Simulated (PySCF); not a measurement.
H2Se.
InChI=1S/H2Se/h1H2

Method used: PBE0-D3(BJ)/def2-SVP geometry optimisation, gas phase (PySCF 2.14.0).

Masses are those of the commonest isotopes; rigid-rotor values at the optimised geometry. 

Q: Give the principal moments of inertia and the rotational constants in GHz.

A: Ia = 2.08, Ib = 2.22, Ic = 4.30 u·Å²; 505379 MHz·u·Å²/I gives 243423, 227183 and 117511 MHz, that is A = 243.42, B = 227.18, C = 117.51 GHz.

Q: What kind of rotor is it?

A: An asymmetric top: κ = (2 × 227183 − 243423 − 117511)/(243423 − 117511) = 0.74.

Q: Where do the levels up to J = 2 lie, in MHz?

A: Above 0(0,0):
J = 1: 1(0,1) 344695, 1(1,1) 360934, 1(1,0) 470606
J = 2: 2(0,2) 938979, 2(1,2) 940652, 2(1,1) 1269668, 2(2,1) 1318386, 2(2,0) 1413492
The levels of one J sum to (2J + 1)J(J + 1)(A + B + C)/3.

Q: Which types of transition are allowed, and where do some lines up to J = 3 fall?

A: The dipole components are |μa| = 0.00 D, |μb| = 0.96 D, |μc| = 0.00 D; the symmetry axis of this C2v structure is b, so μa and μc vanish by symmetry and there are no a-type or c-type lines. Some lines, for components of 0.1 D or more:

```csv
type,branch,"J(Ka,Kc)",MHz,lower level (cm⁻¹)
b,Q,"1(1,0) ← 1(0,1)",125911,11.498
b,Q,"2(2,0) ← 2(1,1)",143824,42.352
b,Q,"3(3,0) ← 3(2,1)",173656,88.669
b,Q,"3(2,1) ← 3(1,2)",314013,78.195
b,Q,"2(1,1) ← 2(0,2)",330689,31.321
b,R,"1(1,1) ← 0(0,0)",360934,0.000
b,Q,"2(2,1) ← 2(1,2)",377734,31.377
b,Q,"3(3,1) ← 3(2,2)",403091,78.470
b,R,"2(0,2) ← 1(1,1)",578044,12.039
b,Q,"3(1,2) ← 3(0,3)",581812,58.788
b,Q,"3(2,2) ← 3(1,3)",589955,58.791
b,R,"2(1,2) ← 1(0,1)",595957,11.498
b,R,"3(0,3) ← 2(1,2)",821755,31.377
b,R,"3(1,3) ← 2(0,2)",823537,31.321
b,R,"2(2,1) ← 1(1,0)",847780,15.698
b,R,"3(1,2) ← 2(2,1)",1025833,43.977
b,R,"2(2,0) ← 1(1,1)",1052557,12.039
b,R,"3(2,2) ← 2(1,1)",1082803,42.352
b,R,"3(3,1) ← 2(2,0)",1342069,47.149
b,R,"3(3,0) ← 2(2,1)",1513502,43.977
b,R,"3(2,1) ← 2(1,2)",1717580,31.377
```

Q: Estimate the classical rotational partition function at 200 K and 500 K.

A: Point group C2v, symmetry number σ = 2; q = (√π/σ)·√((kT/h)³/(ABC)), k/h = 20836.6 MHz/K: 93.5 at 200 K, 370 at 500 K.

PBE0-D3(BJ)/def2-SVP frequencies: not computed here. Zero-point vibration and centrifugal distortion are left out.
